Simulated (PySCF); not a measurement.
**`[CH3][Ge@H]([F])[SiH3]`, CH7FGeSi**

Geometry:
```tsv
atom	x (Å)	y (Å)	z (Å)
C1	-1.677	-0.635	0.234
Ge2	-0.339	0.756	0.007
F3	-0.660	1.506	-1.549
Si4	1.898	-0.060	-0.133
H5	-1.530	-1.140	1.201
H6	-2.686	-0.199	0.212
H7	-1.590	-1.379	-0.570
H8	-0.513	1.885	1.046
H9	2.248	-0.757	1.143
H10	1.997	-1.035	-1.260
H11	2.858	1.061	-0.359
```

Computed with GIAO BLYP/6-311G** magnetisability, rotational g tensor and spin-rotation constants, non-relativistic, gas phase (PySCF 2.14.0). Geometry: PBE0-D3(BJ)/def2-SVP.

The calculation is non-relativistic, which matters for the atoms heavier than Zn.

Give the nuclear spin-rotation constants along the inertial axes (H = +C I·J) beside the isotropic shieldings.

Rotational constants 4.9020, 2.4163, 1.9008 GHz. A star marks the isotopologue with that one atom substituted, in its own axes.
| atom | isotope | Caa (kHz) | Cbb (kHz) | Ccc (kHz) | mean (kHz) | σ (ppm) |
| --- | --- | --- | --- | --- | --- | --- |
| F3 | 19F | 1.847 | 1.027 | 0.656 | 1.177 | 406.5 |
| H5 | 1H | -0.532 | -0.023 | -0.198 | -0.251 | 31.6 |
| H6 | 1H | 0.100 | -0.266 | -0.219 | -0.129 | 30.7 |
| H7 | 1H | -0.554 | -0.275 | 0.034 | -0.265 | 30.9 |
| H8 | 1H | -0.338 | -0.206 | 0.083 | -0.153 | 25.6 |
| H9 | 1H | -0.342 | -0.012 | -0.153 | -0.169 | 28.2 |
| H10 | 1H | -0.422 | -0.238 | 0.062 | -0.199 | 28.0 |
| H11 | 1H | -0.286 | -0.040 | -0.144 | -0.157 | 27.9 |
| C1 | 13C* | 0.664 | 0.302 | 0.261 | 0.409 | 174.2 |
| Ge2 | 73Ge* | -1.719 | -0.742 | -0.704 | -1.055 | 1146.7 |
| Si4 | 29Si* | -2.590 | -1.292 | -1.009 | -1.630 | 430.6 |

For the geometry as given, no vibrational averaging.
